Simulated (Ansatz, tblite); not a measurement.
Forces on Ag3H4⁻ at its r2SCAN-D4/def2-TZVPD geometry. Total charge -1; singlet.

In the def2 sets Ag takes a core potential; there is no spin–orbit coupling. The xTB rows come from tblite. Another isomer (singlet) lies 0.36 eV lower at PBE0-D4/def2-TZVPD; other spin states weren't run for this one.

GFN1-xTB (tblite), largest force 0.63 eV/Å:

```xyz
7
positions Å, forces eV/Å
Ag    0.736    0.701    1.305   -0.037   -0.021   -0.146
Ag    0.818   -1.127   -0.892   -0.043    0.138    0.045
Ag   -1.411    0.636   -0.582    0.150   -0.015    0.018
H     0.408    0.601   -0.484   -0.257   -0.379    0.306
H    -3.024    0.832   -0.806    0.604   -0.118    0.121
H     1.317   -2.601   -1.410   -0.223    0.536    0.236
H     1.157    0.959    2.869   -0.193   -0.142   -0.579
```

GFN2-xTB (tblite), largest force 0.51 eV/Å:

```
Ag 0.059 0.058 0.092
Ag 0.065 -0.078 -0.072
Ag -0.101 0.054 -0.049
H -0.114 -0.168 0.136
H 0.476 -0.128 0.125
H -0.205 0.410 0.219
H -0.180 -0.148 -0.452
```

PBE-D4/def2-TZVPD (Ansatz), largest force 0.13 eV/Å:

```
Ag 0.030 0.027 0.059
Ag 0.034 -0.052 -0.037
Ag -0.064 0.025 -0.023
H 0.045 0.066 -0.053
H -0.124 0.020 -0.021
H 0.043 -0.111 -0.045
H 0.037 0.025 0.119
```
